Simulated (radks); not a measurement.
Excited configurations of Sb IV: one electron is placed in a higher orbital outside [Kr] 4d10 5s1. The ground configuration is [Kr] 4d10 5s2. Method: scalar-relativistic Kohn-Sham, LDA (Slater exchange, Perdew-Wang correlation), spin-polarised, spherical densities, finite nucleus; open shells are filled with parallel spins first (spin-orbit coupling, left out, can overturn this in heavy ions); Fermi nuclear charge, rms radius 4.6802 fm; computed with a radial shooting solver on a logarithmic mesh with Libxc functionals. Excitation = E - E(ground); binding = E(ion) - E, where the ion is the core of charge +4; n* = 4/sqrt(2 binding) in atomic units, and the quantum defect is n - n*.

| outer orbital | excitation (eV) | binding (eV) | n* | eigenvalue (eV) | <r> (bohr) |
|---|---|---|---|---|---|
| 4f | 28.221 | 16.286 | 3.656 | -13.096 | 3.233 |
| 6d | 31.841 | 12.667 | 4.146 | -11.201 | 5.953 |
| 6f | 37.025 | 7.483 | 5.394 | -6.577 | 9.506 |
| 7s | 32.292 | 12.216 | 4.221 | -10.974 | 6.870 |
| 7d | 36.229 | 8.279 | 5.128 | -7.403 | 9.427 |
| 7f | 39.068 | 5.440 | 6.326 | -4.842 | 13.76 |

The Delta-SCF ionisation energy is 44.508 eV (NIST Atomic Spectra Database: 43.80 eV, measured). Self-interaction in the functional shifts the binding energies and quantum defects, so they are the method's values and not measured ones.
